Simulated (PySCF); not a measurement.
CH₅Ge₂N. Atoms are numbered in the order given.

```xyz
9

C     -1.5804    -0.4897     0.0000
N     -1.5456     0.7875     0.0000
Ge     0.3339     1.2111     0.0000
Ge     0.2902    -1.2563     0.0000
H     -2.5477    -1.0297     0.0000
H      0.7257     2.0149    -1.2602
H      0.7257     2.0149     1.2602
H      0.7136    -2.0642    -1.2525
H      0.7136    -2.0642     1.2525
```
Charge 0, spin multiplicity 1.

Coordinates come from a B3LYP-D3(BJ)/def2-SVP optimisation. The structure was generated by enumeration, and PubChem lists no compound with its InChIKey, so it may never have been made.

Method: PBE/pcSseg-1 (PySCF).

GIAO shieldings, no solvent; atoms alike by connectivity are averaged. δ = σ(ref) − σ: ¹³C against TMS (σ = 182.0 ppm); ¹⁵N against NH3 (σ = 267.0 ppm); ⁷³Ge against GeH4 (σ = 1614.4 ppm); ¹H against TMS (σ = 31.49 ppm), references at their B3LYP-D3(BJ)/def2-TZVP geometries, non-relativistic.

```json
[
 {"atoms": "C1", "nucleus": "¹³C", "count": "1", "δ (ppm)": "207.9"},
 {"atoms": "N2", "nucleus": "¹⁵N", "count": "1", "δ (ppm)": "___"},
 {"atoms": "Ge3", "nucleus": "⁷³Ge", "count": "1", "δ (ppm)": "303.5"},
 {"atoms": "Ge4", "nucleus": "⁷³Ge", "count": "1", "δ (ppm)": "277.7"},
 {"atoms": "H5", "nucleus": "¹H", "count": "1", "δ (ppm)": "10.17"},
 {"atoms": "H8, H9", "nucleus": "¹H", "count": "2", "δ (ppm)": "___"},
 {"atoms": "H6, H7", "nucleus": "¹H", "count": "2", "δ (ppm)": "___"}
]
```

Fill in the missing entries. (Estimate from the structure and the level; the computed values follow.)


- N2, δ (ppm): 555.7
- H8, H9, δ (ppm): 6.65
- H6, H7, δ (ppm): 6.38
